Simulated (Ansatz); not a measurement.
Species: C$_{2}$H$_{3}$F$_{2}$, net charge 0, doublet state. SMILES: C[C](F)F
Geometry: optimised at B3LYP-D3(BJ)/def2-TZVP (Ansatz, a program for electronic structure).

Quantity: size of the dipole moment, in D. Terms: LANL2DZ all-electron up to Ne; 6-311+G** with 5d; 6-31G* and kin with 6d, 5d where marked; no spin-orbit coupling; open shells spin-unrestricted; dispersion terms only where a functional's name holds one; non-relativistic. Ab initio and DFT rows: single points at B3LYP-D3(BJ) geometries (Ansatz).

```
level          program  size of the dipole moment (D)
-------------  -------  -----------------------------
PBE/STO-3G      Ansatz                           0.72
PBE/3-21G       Ansatz                           1.68
PBE/LANL2DZ     Ansatz                           2.35
PBE/6-31G*      Ansatz                           1.62
PBE/def2-SVP    Ansatz                           1.72
PBE/6-311+G**   Ansatz                           2.08
```

No value to compare with is used here. The 6 habitual levels span 0.72 (PBE/STO-3G) to 2.35 D (PBE/LANL2DZ).

The sets are all those run for this method; left out are runs that failed, that the program found above a lower state of the same kind, or whose <S^2> lies over 0.5 above the pure value.
